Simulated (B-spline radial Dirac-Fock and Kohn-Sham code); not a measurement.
## Radiative decay of the M5 hole in Lu⁺

System: lutetium as Lu⁺ in the configuration [Xe] 4f14 6s2, inside a Watson sphere of charge -1 and radius 1.6 Å (a model of the Madelung potential; inside it an electron's potential energy is raised by 9.0 eV).

Level of theory: one-electron (LDA, Dirac) transition rates at Dirac-Fock energies; a radial atomic solver.

```csv
line,multipole,energy (eV),rate (s⁻¹),share (%)
M5-N3,E1,1225.6,1.60e+12,4.24
M5-O3,E1,1563.6,2.18e+11,0.577
M5-N6,E1,1583.1,1.76e+12,4.66
M5-N7,E1,1584.5,3.41e+13,90.5
```

The listed lines hold 100.0 % of the radiative rate. The radiative width is 0.0248 eV in the length form and 0.0250 eV in the velocity form; the two differ because the transition energies are not eigenvalue differences of the potential that gave the orbitals.

Values without a named source are computed, but for edge energies of neutral atoms, which are taken from tables.
